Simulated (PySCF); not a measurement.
Al³⁺ (aluminium, charge +3): UHF calculation

Configuration: [Ne], closed-shell 1S. Calculation: PySCF 2.14, in aug-cc-pCVQZ-DK (10s9p7d5f3g, 134 functions); scalar relativity by spin-free X2C-1e.

* Total energy: -240.432994 hartree
* One-electron energy: -321.8686 hartree
* Hartree (Coulomb) energy: 98.9358 hartree
* Exchange energy: -17.5002 hartree
* ⟨S²⟩: 0.0000
* ⟨L²⟩: 0.000
* Sum of ⟨r⟩: 5.048 bohr
* Sum of ⟨r²⟩: 3.627 bohr²
* Langevin diamagnetic susceptibility: -2.87 ×10⁻⁶ cm³/mol

```
shell  electrons  mean orbital energy (eV)  rms radius, mean of both spins (bohr)
   1s          2                   -1630.3                                  0.139
   2s          2                   -167.91                                  0.675
   2p          6                   -121.69                                  0.668
```

Densities and radii are taken from the X2C orbitals without a picture-change correction, which distorts them close to the nucleus.
